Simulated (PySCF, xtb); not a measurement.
In(Cl)(Br)(Me) (CH₃BrClIn), SMILES [Cl][In]([Br])[CH3].

GFN2-xTB in xtb at its own geometry gives an orbital gap of 3.08 eV and a dipole moment of 5.53 D.

Geometry: PBE-D3(BJ)/def2-SVP. The structure was generated by enumeration; whether it is a known compound was not checked. The def2 effective core potentials stand for the cores of In; spin–orbit coupling is left out.

Task: What does PBE/def2-TZVP run with PySCF give? (Estimate from the structure and the level; the computed values follow.)

Result: gap 4.11 eV (levels -6.95 and -2.84 eV), dipole 3.62 D.
